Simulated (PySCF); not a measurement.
Calculated properties of `C([SiH3])#C[SiH2]C(C)=O`

Compound: C4H8OSi2.
Geometry (PBE0-D3(BJ)/def2-SVP, Å), atoms numbered from 1 in this order:
```xyz
15
C4H8OSi2 angstrom
C     -2.1856   -0.7639    0.8466
C     -2.2941    0.6985    0.5254
O     -3.3032    1.3409    0.7047
Si    -0.7941    1.6678   -0.2406
C      0.7468    0.6725   -0.1739
C      1.7449   -0.0345   -0.0989
Si     3.2560   -1.0698    0.0362
H     -1.8827   -1.3239   -0.0534
H     -3.1438   -1.1415    1.2299
H     -1.3855   -0.9204    1.5891
H     -1.1316    1.9725   -1.6606
H     -0.6212    2.9311    0.5273
H      2.8634   -2.5080    0.0794
H      4.1323   -0.8241   -1.1447
H      3.9842   -0.7126    1.2874
```

Some functional groups and rings: alkyne, Si–H bond and C–Si bond.

**PBE0-D3(BJ)/def2-SVP geometry optimisation, gas phase (PySCF)**

```
Point group                  : C1
Rotational constants A, B, C : 4.212, 0.635, 0.563 GHz
```

B3LYP/def2-SVPD ground state, ΔSCF and vertical TDDFT (core frozen in the response) (PySCF):

```
Dipole moment                                                     : 2.79 D
HOMO energy                                                       : -6.84 eV
LUMO energy                                                       : -1.72 eV
HOMO–LUMO gap                                                     : 5.12 eV
Lowest singlet excitation                                         : 3.52 eV (352 nm, f = 0.001)
Strongest line among the 10 lowest singlet transitions            : S3 at 5.08 eV (244 nm, f = 0.115)
Lowest triplet excitation (Tamm–Dancoff)                          : 2.91 eV
Static isotropic polarisability                                   : 110.7 au
Vertical ionisation energy                                        : 8.91 eV
Electronic spatial extent ⟨r²⟩ about the centre of nuclear charge : 1923 bohr²
```

PBE0/pcSseg-1 ground state and GIAO shieldings, non-relativistic (PySCF):

```
Lowest Hirshfeld atomic charge                              : -0.22 e on O3
Highest Hirshfeld atomic charge                             : +0.34 e on Si4/Si7
13C chemical shifts (computed TMS as zero) by class         : 237.0 (C2), 117.8 (C5), 114.9 (C6), 41.2 (C1) ppm
1H chemical shifts (computed TMS as zero) by class          : 4.25 (H13/H14/H15), 4.17 (H11/H12), 2.62 (H8/H9/H10) ppm
Isotropic shieldings of nuclei other than C and H, by class : -513 (O3), 447 (Si4), 448 (Si7) ppm
Mayer bond orders between heavy atoms                       : C1–C2 0.98, C2–O3 1.95, C2–Si4 0.81, Si4–C5 0.94, C5–C6 2.46, C6–Si7 0.97
```

Monoisotopic mass (most abundant isotopes): 128.0114 u.

The largest Löwdin shares of the LUMO are 0.33 on C2, 0.26 on O3, 0.13 on Si4 and 0.07 on C1. The polarisability is 16.40 Å³ as a volume (1 au = 0.148185 Å³), or 1.63 au for each of the 68 electrons. The vertical singlet–triplet gap S1 − T1 is 0.61 eV (TDDFT singlet less Tamm–Dancoff triplet; S1: HOMO→LUMO, weight 0.93; T1: HOMO→LUMO, weight 0.90). The ΔSCF ionisation energy exceeds −ε(HOMO) by 2.07 eV with B3LYP. The dipole matches unit charges of opposite sign 0.58 Å apart (1 e·Å = 4.8032 D). No computed singlet falls in the visible range (750 to 380 nm, 1.65 to 3.26 eV); S1 lies 0.26 eV above its blue end. The 10 singlets span 3.52 to 6.61 eV, and their oscillator strengths add up to 0.21. The rotational constants make it an asymmetric top with κ = (2B − A − C)/(A − C) = -0.96, nearer the prolate limit (−1).

 NMR classes are plain means over equivalent atoms (diastereotopic ones count apart unless rotation or inversion swaps them), as if these changed places fast; in this geometry the members of some classes differ.

For the TDDFT job (B3LYP/def2-SVPD), time: 1.7 min; peak memory 0.90 GiB. Hardware: Arm Neoverse V2, one thread, shared host with 48 logical CPUs at a one-minute load of 24.

One conformer stands for the species.
